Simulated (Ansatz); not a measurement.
System: C2H6GeI, net charge 0, doublet state. It need not be the lowest isomer of its formula. 
Coordinates optimised at B3LYP-D3(BJ)/def2-TZVP (Ansatz, a first-principles code):
```xyz
10

C      1.3537    -1.8075     1.1863
Ge    -0.2358    -1.1944     0.1703
C     -1.8308    -1.1557     1.3488
I      0.2234     1.2301    -0.5568
H      1.2001    -2.8372     1.5105
H      2.2457    -1.7476     0.5671
H      1.4744    -1.1646     2.0598
H     -1.6040    -0.5346     2.2169
H     -2.0623    -2.1695     1.6769
H     -2.6839    -0.7386     0.8186
```
Charge 0, spin multiplicity 2.

Quantity: atomisation energy (electronic, to ground-state atoms), in kcal/mol. Correlated levels leave the core frozen unless marked. Open shells are spin-unrestricted. Spin-orbit coupling is left out. The frozen core is the preceding noble-gas configuration, with the filled d and f shells of earlier blocks. Past Kr the def2 sets carry scalar-relativistic core potentials. The coupled-cluster limit lacks core correlation, which all-electron functionals hold. CBS(X,Y): correlation extrapolated as X^-3; Hartree-Fock from the larger set.

```
level                                      program  atomisation energy (kcal/mol)  minus last row
----------------------------------  --------------  -----------------------------  --------------
PBE/def2-TZVPD                              Ansatz                          808.5             8.0
B97M-V/def2-TZVPD                           Ansatz                          802.2             1.7
PBE0-D4/def2-TZVP                   Ansatz + dftd4                          805.4             4.9
BHLYP/def2-TZVPD                            Ansatz                          777.1           -23.4
r2SCANh-D4/def2-TZVPD               Ansatz + dftd4                          803.8             3.3
HSE06-D3(BJ)/def2-TZVPD             Ansatz + dftd3                          806.3             5.8
MP2/CBS(def2-TZVPP,def2-QZVPP)              Ansatz                          805.8             5.3
RI-MP2/def2-QZVPP                           Ansatz                          797.8            -2.7
CCSD/def2-QZVPP                             Ansatz                          781.5           -19.0
CCSD(T)/CBS(def2-TZVPP,def2-QZVPP)          Ansatz                          800.5             0.0
```
